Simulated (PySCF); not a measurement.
C4H2BrCl, SMILES C#C/C(Cl)=C\Br. Atoms are numbered in the order given.

```xyz
8

C      2.5520     1.1002     0.0000
C      1.3402     1.0540     0.0000
C     -0.0763     1.0202     0.0000
Cl    -0.8712     2.5686     0.0000
C     -0.8397    -0.0874     0.0000
Br    -0.1355    -1.8085     0.0000
H      3.6262     1.1352     0.0000
H     -1.9287    -0.0268     0.0000
```

Geometry optimised at PBE0-D3(BJ)/def2-SVP. The structure was generated by enumeration; whether it is a known compound was not checked.

Two levels are set side by side: PBE/pcSseg-1 (PySCF) and KT2/pcSseg-1 (PySCF). GIAO shifts against HCl (³⁵Cl), TMS (¹H), TMS (¹³C) at the same level; non-relativistic, no solvent, atoms listed together averaged. Without spin–orbit terms, shifts of atoms bonded to Cl or Br come out too high at both levels. Differences are taken from unrounded values.

```json
[
 {"quantity": "δ(¹³C) of C1 (ppm)", "KT2": "90.5"},
 {"quantity": "δ(¹³C) of C2 (ppm)", "KT2": "77.3"},
 {"quantity": "δ(¹³C) of C3 (ppm)", "KT2": "120.7"},
 {"quantity": "δ(³⁵Cl) of Cl4 (ppm)", "KT2": "317.6"},
 {"quantity": "δ(¹³C) of C5 (ppm)", "KT2": "127.1"},
 {"quantity": "δ(¹H) of H7 (ppm)", "KT2": "4.13"},
 {"quantity": "δ(¹H) of H8 (ppm)", "KT2": "6.61"}
]
```

Task: What does PBE give, and how far is it from KT2? (An estimate is asked for; the answer gives what the named calculation found.)

Result: 
| quantity | PBE | PBE minus KT2 |
|---|---|---|
| δ(¹³C) of C1 (ppm) | 97.3 | 6.8 |
| δ(¹³C) of C2 (ppm) | 83.8 | 6.4 |
| δ(¹³C) of C3 (ppm) | 128.1 | 7.4 |
| δ(³⁵Cl) of Cl4 (ppm) | 331.4 | 13.8 |
| δ(¹³C) of C5 (ppm) | 136.1 | 9.0 |
| δ(¹H) of H7 (ppm) | 3.89 | -0.24 |
| δ(¹H) of H8 (ppm) | 6.75 | 0.14 |

Rough cost on one machine, each run with all the roots and properties that it gave: KT2 against PBE within a factor of 2.
